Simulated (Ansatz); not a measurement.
`[CH3][In]([F])[C]#N` and `N#[C][In]([F])[Cl]` differ in one atom or group.

Ansatz, PBE0-D4/def2-TZVP geometries, multiplicity 1. 

Elements past krypton have def2 core potentials.

```
                                        property  `[CH3][In]([F])[C]#N`
             LUMO energy (B3LYP/def2-TZVPP) / eV                  -2.46
              LUMO energy (PBE0/def2-TZVPP) / eV                  -2.16
               LUMO energy (PBE/def2-TZVPP) / eV                  -2.91
  size of the dipole moment (PBE/def2-TZVPP) / D                   5.04
           HOMO energy (ωB97M-V/def2-TZVPP) / eV                 -11.49
size of the dipole moment (B3LYP/def2-TZVPP) / D                   5.21
```

Q: What does the change do to each property? (Best estimate.)

A: Ansatz gave: 
```csv
property,`N#[C][In]([F])[Cl]`,shift
LUMO energy (B3LYP/def2-TZVPP) / eV,-3.08,-0.62
LUMO energy (PBE0/def2-TZVPP) / eV,-2.72,-0.56
LUMO energy (PBE/def2-TZVPP) / eV,-3.64,-0.73
size of the dipole moment (PBE/def2-TZVPP) / D,1.52,-3.52
HOMO energy (ωB97M-V/def2-TZVPP) / eV,-12.20,-0.71
size of the dipole moment (B3LYP/def2-TZVPP) / D,1.60,-3.61
```

With PBE0 the HOMO falls by 0.64 eV and the LUMO falls by 0.56 eV, so the gap widens by about 0.08 eV. PBE moves the HOMO by -0.62 eV and ωB97M-V by -0.71 eV. Dipoles are sizes alone; their direction can turn.

B3LYP here is the variant with VWN-RPA as its local correlation; programs differ in this.
